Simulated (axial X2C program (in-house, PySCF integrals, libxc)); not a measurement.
# KSe⁺ at several levels of theory

All values were computed with an in-house relativistic program for diatomic molecules. Spin-free means the one-electron spin-free X2C Hamiltonian; two-component (2c) means X2C with spin–orbit coupling and atomic mean-field two-electron Coulomb and Gaunt terms, so the difference of the two also holds small scalar two-electron terms. Basis: Se dyall-cv3z [8s9p6d4f1g], K dyall-cv3z [11s12p6d3f] (cores contracted in-house); Gaussian nuclei, density fitting, unrestricted open shells. Masses: Se 79.917 u, K 38.964 u.

The run was started with this input:
```json
{"zs": [34, 19], "q": 1, "bas": ["dyall-cv3z", "dyall-cv3z"], "levels": ["PBE0", "HF", "TPSS"], "cc": true, "r0": 3.0, "thr": -2.0, "nmax": 90, "npts": 10, "nst": 2, "ntry": 6}
```
```bash
python so2c.py task.json out
```

Keys: zs atomic numbers; q charge; bas basis sets; levels methods; cc coupled cluster on or off; r0 starting distance in Å; thr threshold in hartree for freezing inner shells (an s shell follows its p shell); nmax most natural virtual spinors; npts points on the curve; nst determinants followed; ntry starts of the search. HF also brings MP2.

State, spin-free: M_S = 1, Λ = 0 (beyond evenly filled blocks: π+α, π-α); electrons by block: σα: 13, σβ: 13, π+α: 6, π+β: 5, π-α: 6, π-β: 5, δ+α: 1, δ+β: 1, δ-α: 1, δ-β: 1. Fragments: Se + K+.

State, 2c: Ω = 1 (⟨Sz⟩ = 0.98, ⟨Lz⟩ = 0.02 at PBE0); electrons by block: 1/2: 18, -1/2: 19, 3/2: 7, -3/2: 6, 5/2: 1, -5/2: 1. Fragments: Se + K+.

| Hamiltonian | level | Re (Å) | ωe (cm⁻¹) | De (eV) | D0 (eV) | k (mdyn/Å) | μ (D) |
| --- | --- | --- | --- | --- | --- | --- | --- |
| spin-free | PBE0 | 3.411 | 98.6 | 0.389 | 0.383 | 0.15 | 9.19 |
| spin-free | HF | 3.546 | 87.1 | 0.314 | 0.308 | 0.117 | 9.93 |
| spin-free | MP2 | 3.418 | 98.6 | 0.373 | 0.367 | 0.15 | n/a |
| spin-free | CCSD | 3.439 | 96.8 | 0.369 | 0.363 | 0.145 | n/a |
| spin-free | CCSD(T) | 3.429 | 98.0 | 0.359 | 0.353 | 0.148 | n/a |
| spin-free | TPSS | 3.433 | 95.9 | 0.386 | 0.380 | 0.142 | 9.19 |
| 2c | PBE0 | 3.414 | 97.7 | 0.351 | 0.345 | 0.147 | 9.20 |
| 2c | HF | 3.554 | 85.0 | n/a | n/a | 0.111 | 9.98 |
| 2c | MP2 | 3.421 | 97.9 | 0.267 | 0.261 | 0.148 | n/a |
| 2c | CCSD | 3.443 | 95.4 | 0.281 | 0.275 | 0.14 | n/a |
| 2c | CCSD(T) | 3.433 | 96.5 | 0.266 | 0.260 | 0.144 | n/a |
| 2c | TPSS | 3.435 | 95.5 | n/a | n/a | 0.141 | 9.20 |

Correlated methods: 14 electrons correlated (number of frozen shells: Se 3 s, 2 p, 1 d; K 2 s, 1 p), 254 virtual spin orbitals or spinors in MP2, 90 natural virtuals in coupled cluster.

Dipoles are positive if K is the positive end and refer to the centre of mass.

One determinant describes the state; a PBE0 search over occupations chose it and may have missed a lower one. De is counted from the lowest determinant-based energies of the atoms at the same level, without counterpoise correction. De is not given where an atomic determinant may have missed its ground term or J level, or where the truncated virtual space spoils (T). Density functionals use the spin component along the axis (collinear). Coupled cluster ran in a truncated set of natural virtual spinors; the MP2 energy of the rest was added. (T) has no such correction and the atoms are truncated less, which lowers De at CCSD(T) by a hundredth of an eV or more. PBE0 can misorder states that lie within some tenths of an eV, so this need not be the ground state of the molecule. The nearest other spin-free determinant of the search, M_S = 1, Λ = 1, lies 0.43 eV up at the distance of the search. The functionals have no current-density term, which raises determinants with orbital currents, atoms included. With several unpaired electrons one determinant need not be a pure state. Open-shell Ω = 0 determinants with evenly filled partner blocks cannot be reached by this program, so the Ω shown need not be the lowest component. This is the Ω = 1 component of a π² triplet; the 0⁺ component is not one determinant and can lie lowest.

Rough cost a point (2c) on 1 thread(s) of a shared host, integrals apart: PBE0 0.6 s, HF 0.6 s, CCSD(T) 7 s, TPSS 0.6 s.

The whole task took 2.7 min on 1 thread of Arm Neoverse V1 (shared host).
